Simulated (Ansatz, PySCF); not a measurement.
silylphosphine anion (H5PSi), SMILES [SiH3]P (connectivity only; charge and spin as stated), charge -1, multiplicity 2. Atoms are numbered in the order given.

```xyz
7

Si    -1.1681     0.0932     0.5425
P      1.2416    -0.1535    -0.5752
H     -1.8062    -0.8154    -0.4927
H     -1.3768     1.4660    -0.0706
H     -2.3689     0.1314     1.5574
H      1.5465    -1.3985     0.0644
H      1.9227     0.6014     0.4341
```
Charge -1, spin multiplicity 2.

The structure is a stationary point at TPSSh-D3(BJ)/def2-SVPD. The multiplicity is an assumed one; other spin states were not compared.

Two levels are set side by side: PBE-D3(BJ)/def2-SVPD (Ansatz, a quantum-chemistry and plane-wave program) and TPSSh-D3(BJ)/def2-SVPD (PySCF). Each level has its own optimised geometry; the coordinates shown are those of the second. Frequencies come from the Hessian of PySCF at each geometry. Differences are taken from unrounded values.

| quantity | TPSSh-D3(BJ) |
|---|---|
| mean bond length (Å) | 1.495 |
| bond Si1–H3 (Å) | 1.518 |
| bond Si1–H4 (Å) | 1.518 |
| bond Si1–H5 (Å) | 1.573 |
| bond P2–H6 (Å) | 1.433 |
| bond P2–H7 (Å) | 1.433 |
| highest harmonic wavenumber (cm⁻¹) | 2355 |
| mean harmonic wavenumber (cm⁻¹) | 1103 |
| zero-point energy (kcal/mol) | 23.65 |

Q: What does PBE-D3(BJ) give, and how far is it from TPSSh-D3(BJ)? (The exact figures need the calculation; the answer reports its results.)

A: 
```json
[
 {"quantity": "mean bond length (Å)", "PBE-D3(BJ)": "1.511", "PBE-D3(BJ) minus TPSSh-D3(BJ)": "0.016"},
 {"quantity": "bond Si1–H3 (Å)", "PBE-D3(BJ)": "1.535", "PBE-D3(BJ) minus TPSSh-D3(BJ)": "0.017"},
 {"quantity": "bond Si1–H4 (Å)", "PBE-D3(BJ)": "1.535", "PBE-D3(BJ) minus TPSSh-D3(BJ)": "0.017"},
 {"quantity": "bond Si1–H5 (Å)", "PBE-D3(BJ)": "1.593", "PBE-D3(BJ) minus TPSSh-D3(BJ)": "0.020"},
 {"quantity": "bond P2–H6 (Å)", "PBE-D3(BJ)": "1.445", "PBE-D3(BJ) minus TPSSh-D3(BJ)": "0.013"},
 {"quantity": "bond P2–H7 (Å)", "PBE-D3(BJ)": "1.445", "PBE-D3(BJ) minus TPSSh-D3(BJ)": "0.013"},
 {"quantity": "highest harmonic wavenumber (cm⁻¹)", "PBE-D3(BJ)": "2290", "PBE-D3(BJ) minus TPSSh-D3(BJ)": "-65"},
 {"quantity": "mean harmonic wavenumber (cm⁻¹)", "PBE-D3(BJ)": "1057", "PBE-D3(BJ) minus TPSSh-D3(BJ)": "-46"},
 {"quantity": "zero-point energy (kcal/mol)", "PBE-D3(BJ)": "22.66", "PBE-D3(BJ) minus TPSSh-D3(BJ)": "-1.00"}
]
```

Exact exchange shortens and stiffens bonds; PBE has none. Differences between two approximate levels are no errors against the true value.
